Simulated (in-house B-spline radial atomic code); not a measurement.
# Response and correlation of F7+

Closed shell 1s2. Computed with an all-electron radial atomic-structure program (B-spline basis): Dirac-Hartree-Fock, relativistic RPA (time-dependent Dirac-Hartree-Fock) for the response and second-order many-body perturbation theory for correlation, no-pair Dirac-Coulomb Hamiltonian, finite nucleus.

```tsv
multipole (bohr³, bohr⁵, bohr⁷)	uncoupled	coupled RPA
dipole	0.0015189	?
quadrupole	7.2824e-05	7.6537e-05
octupole	9.0481e-06	9.3876e-06
```

**Question.** What is the coupled dipole polarisability?

**Answer.** 0.0016113 atomic units, +6 % against the uncoupled value.

**Question.** Which subshells carry the dipole polarisability?

**Answer.** 1s1/2 100.0 %.

**Question.** What does the dipole shielding factor come to?

**Answer.** The dipole shielding factor is 0.222, against the exact N/Z = 2/9 = 0.222 of the non-relativistic theorem.

Dipole polarisability at imaginary frequency:

```tsv
u (Eh)	α(iu) (bohr³)
0	0.001611
0.453	0.001611
1.13	0.001609
2.26	0.001602
3.39	0.001591
4.53	0.001576
6.79	0.001534
9.05	0.00148
11.3	0.001417
15.8	0.001273
22.6	0.001052
33.9	0.0007475
45.3	0.0005374
67.9	0.0003052
113	0.0001317
226	3.677e-05
```

**Question.** What dispersion coefficients follow for two such ions (the dispersion part alone)?

**Answer.** C6 = (3/π)∫α(iu)²du = 6.159e-05 hartree·bohr⁶ and C8 = 1.663e-05 hartree·bohr⁸.

Lowest J = 1 odd-parity excitations:

```tsv
energy (eV)	oscillator strength	leading channel	weight
731.73	0.00014	1s1/2 → p1/2	0.68
738.6	0.708	1s1/2 → p3/2	0.68
856.3	3.29e-05	1s1/2 → p1/2	0.681
858.17	0.148	1s1/2 → p3/2	0.681
```

Second-order correlation energy by the highest angular momentum of the excited pair (hartree): s -0.01412, p -0.02457, d -0.003697, f -0.0009826, g -0.0003595, h -0.0001585, i -6.584e-05, k -3.543e-05.

**Question.** What is the second-order correlation energy at the partial-wave limit?

**Answer.** The listed waves sum to -0.043988 hartree; extrapolating the increments as (l + 1/2)⁻⁴ gives -0.044061 hartree, -0.599 eV per electron.
